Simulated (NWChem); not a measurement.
System: ZnH2SO; SMILES [OH][Zn][SH]

NWChem input:

```
start job
memory heap 200 mb stack 900 mb global 1100 mb
geometry units angstroms noautoz
  Zn     0.058414     0.383059    -0.008495
  O     -0.060435     2.132892     0.247299
  H      0.227993     2.675449    -0.493185
  S      0.130229    -1.775203    -0.200162
  H      1.349428    -1.855637     0.380375
end
basis spherical
  * library 6-31g*
end
dft
  xc xwpbe 0.80 cpbe96 1.0 hfexch 1.00
  cam 0.2 cam_alpha 0.2 cam_beta 0.8
  iterations 150
  mulliken
end
task dft energy
```

Coordinates come from a PBE0/def2-SVP optimisation.

Give the results of this calculation. (LRC-wPBEh/6-31G* (spherical d).) Quantities: energy (Ha); highest occupied level (eV); orbital gap (eV); dipole (D).

The energy (Ha) is -2253.25 and the highest occupied level (eV) comes out as -9.19. The orbital gap (eV) is 9.91 and the dipole (D) is 1.93.
